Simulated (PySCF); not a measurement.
## How methods differ on the interval between two levels of Sc

Sc [Ar] 3d1 4s2 [2D5/2, M_J = 5/2] → Sc [Ar] 3d1 4s1 4p1 [4F9/2, M_J = 9/2], as a difference of total energies. Calculation: PySCF 2.14, in x2c-TZVPall-2c; the two-component X2C-1e Hamiltonian. Correlated levels: [Ne] frozen. "Screened" scales the spin-orbit matrix elements by Boettger's factors to mimic the two-electron term; Breit and QED terms are absent.

```
                    method  interval between two levels (cm⁻¹)
           GHF (spin-free)                              8207.7
          GMP2 (spin-free)                               14343
 GHF (screened spin-orbit)                              8285.1
GMP2 (screened spin-orbit)                               14425
```

The labels give the starting determinants; with spin-orbit coupling the two ends relaxed to ⟨J²⟩ = 8.80, ⟨L²⟩ = 6.04, ⟨S²⟩ = 0.76 and ⟨J²⟩ = 24.78, ⟨L²⟩ = 12.03, ⟨S²⟩ = 3.75.
